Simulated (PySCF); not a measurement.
Compound: H10O2Si4.
SMILES: `[SiH3]O[SiH2]O[SiH2][SiH3]`

A linear-response calculation (PySCF, def2-SVPD basis, gas phase, vertical, core orbitals frozen in the response) gave these numbers; the functional is withheld.

Orbital energies (eV): HOMO-3 -8.89, HOMO-2 -8.82, HOMO-1 -8.35, HOMO -7.82, LUMO -0.49, LUMO+1 -0.30, LUMO+2 0.12.

| state | E (eV) | f | main configurations (H = HOMO, L = LUMO) |
| --- | --- | --- | --- |
| S1 | 6.35 | 0.016 | H→L (93%) |
| S2 | 6.80 | 0.0059 | H→L+1 (90%) |
| S3 | 6.86 | 0.0008 | H-1→L (89%) |
| S4 | 7.10 | 0.014 | H→L+3 (52%), H→L+2 (32%), H-1→L+1 (9%) |
| S5 | 7.11 | 0.0058 | H-1→L+1 (60%), H→L+2 (20%) |
| S6 | 7.16 | 0.026 | H→L+3 (40%), H→L+2 (34%), H-1→L+1 (11%) |

Triplets, Tamm–Dancoff:

```
state  E (eV)  λ (nm)  main configurations (H = HOMO, L = LUMO)
   T1    5.75   215.7                                 H→L (87%)
   T2    6.25   198.2                  H→L+3 (76%), H→L+2 (16%)
   T3    6.60   187.8     H→L+1 (49%), H→L+4 (23%), H-1→L (14%)
   T4    6.61   187.5       H-1→L (65%), H→L+1 (9%), H-2→L (8%)
```

Vertical ionisation energy by ΔSCF with the same functional: 9.75 eV. Mean static polarisability: 114.7 au.

Problem. Name the functional.
A. PBE
B. wB97X-D
C. B3LYP
D. HF

Solution. C. B3LYP is a global hybrid with 20% exact exchange. In this run −ε(HOMO) = 7.82 eV differs from the ΔSCF value by -1.93 eV, and S1 differs from the orbital gap of 7.33 eV by -0.98 eV. The ratio −ε(HOMO)/IP is 0.80. Usual ranges for neutral molecules in this basis: 0.67 to 0.83 with B3LYP, 0.5 to 0.7 with PBE, 0.89 to 0.99 with wB97X-D; Hartree–Fock can't fall below 1, since the ion's relaxation only lowers the ΔSCF value.

Level of theory: PySCF, TDDFT B3LYP/def2-SVPD, vertical, gas phase, core orbitals frozen in the response. One conformer (not necessarily the lowest) at the PBE0-D3(BJ)/def2-SVP geometry, without solvent, vibrations or thermal averaging.

Shape of the structure used: `[SiH3:1][O:2][SiH2:3][O:4][SiH2:5][SiH3:6]`: Si1–O2–Si3–O4 118°, O2–Si3–O4–Si5 31°, Si3–O4–Si5–Si6 -19°.
